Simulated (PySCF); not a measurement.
Mg(Me)(OSiH3), CH6MgOSi, SMILES [CH3][Mg][O][SiH3], CAM-B3LYP/def2-SVP optimised geometry.

```
10

Mg     0.75    -0.16     0.00
C      2.82    -0.16     0.00
H      3.23    -1.17     0.11
H      3.23     0.45     0.83
H      3.23     0.26    -0.93
O     -1.05    -0.16     0.00
Si    -2.68    -0.16     0.00
H     -3.23    -0.48     1.36
H     -3.23    -1.17    -0.95
H     -3.23     1.17    -0.39
```

Density from CAM-B3LYP/def2-TZVP (PySCF 2.14.0) at that geometry.

Minimum of the electron density along straight lines between bonded atoms, close to the bond critical point (lines longer than 1.1 times the sum of covalent radii, or with two minima, are not listed):

```tsv
bond	length / Å	ρ at the minimum / e bohr⁻³	∇²ρ there / e bohr⁻⁵	position (fraction from the first atom)
Mg1–C2	2.072	0.059	0.26	0.42
C2–H3	1.102	0.264	-0.85	0.64
C2–H4	1.102	0.264	-0.85	0.64
C2–H5	1.102	0.264	-0.85	0.64
Mg1–O6	1.801	0.076	0.64	0.45
O6–Si7	1.634	0.141	0.85	0.59
Si7–H8	1.495	0.121	0.14	0.49
Si7–H9	1.495	0.121	0.14	0.49
Si7–H10	1.495	0.121	0.14	0.49
```
